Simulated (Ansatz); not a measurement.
Cost and result up the ladder for fac-CoF3(H2O)3 (CoO₃F₃H₆) (13 atoms). Total charge 0; singlet. Geometry: r2SCAN-D4/def2-SVP.

Cartesian coordinates in Å:
```
Co -0.126 0.011 0.160
F -1.433 1.266 0.173
F -1.141 -1.428 0.585
F 0.566 0.337 1.803
O 1.285 -1.351 0.158
O 0.967 1.575 -0.290
O -0.886 -0.343 -1.612
H 0.632 -2.056 0.371
H 1.586 -1.068 1.052
H 1.293 1.640 0.637
H 0.174 2.158 -0.273
H -1.541 0.383 -1.498
H -1.378 -1.123 -1.266
```

Ansatz on 4 threads of Arm Neoverse V1 on a shared host. Times are rough, and most runs start from the orbitals of an earlier one. No level here is sound enough to serve as a yardstick. Binding counts from free atoms at the same level (Co quartet, F doublet, O triplet, H doublet; other spins of the atoms weren't run), without zero-point energy or a counterpoise term.

No other spin state of charge 0 was run.

Run but left out: HF/STO-3G (restricted singlet, unstable in another Hartree–Fock run and untested here); MP2/def2-TZVP, CCSD(T)/def2-SVP (restricted singlet, unstable towards broken spin symmetry).

```tsv
level	functions	binding energy per atom (eV)	remarks
r2SCAN-D4/def2-TZVP	267	3.48	restricted SCF unstable in HF
PBE0-D4/def2-TZVP	267	3.34	restricted SCF unstable in HF
r2SCANh-D4/def2-TZVP	267	3.40	restricted SCF unstable in HF
revPBE-D4/def2-TZVP	267	3.40	restricted SCF unstable in HF
LDA (SPW92)/def2-TZVP	267	4.19	restricted SCF unstable in HF
PBE0-D4/def2-SVP	145	3.40	restricted SCF unstable in HF
PBE-D4/def2-TZVP (with forces)	267	3.54	restricted SCF unstable in HF
PBE-D4/def2-SVP	145	3.65	restricted SCF unstable in HF
```

Q: Estimate how long each takes.

A: PBE-D4/def2-SVP 1.7 s; LDA (SPW92)/def2-TZVP 2.1 s; PBE0-D4/def2-SVP 2.7 s; revPBE-D4/def2-TZVP 3.4 s; PBE-D4/def2-TZVP (with forces) 4.2 s; PBE0-D4/def2-TZVP 6.5 s; r2SCAN-D4/def2-TZVP 7 s; r2SCANh-D4/def2-TZVP 8.5 s. On shared hardware such times vary by a factor of up to 3.
